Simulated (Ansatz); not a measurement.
Basis-set extrapolation for `O[SiH2]C[SiH2]O` (PBE0-D4/def2-TZVP geometry, frozen core, Ansatz). Multiplicity 1, RHF reference.

|  | def2-TZVPP | def2-QZVPP |
| --- | --- | --- |
| HF | -770.338670 | -770.366755 |
| MP2 correlation | -0.908332 | -0.978264 |
| CCSD(T) correlation | -0.988960 | not run |

Energies in hartree. Use E(X) = E(∞) + A·exp(−7.88·√X) for Hartree–Fock and E(X) = E(∞) + B·X^(−2.97) for correlation, with X = 3 and 4, and add CCSD(T) minus MP2 of the smaller set to the MP2 limit.

Problem. What is the CCSD(T) energy at the basis-set limit?

Solution. HF limit: -770.366755 + (-0.028085) × 0.13774 = -770.37062. MP2 limit: -0.978264 + (-0.069932) × 0.74074 = -1.03007. Higher-order term: -0.988960 − (-0.908332) = -0.08063. Total: -771.48132 hartree, 403.5 kJ/mol below CCSD(T)/def2-TZVPP.
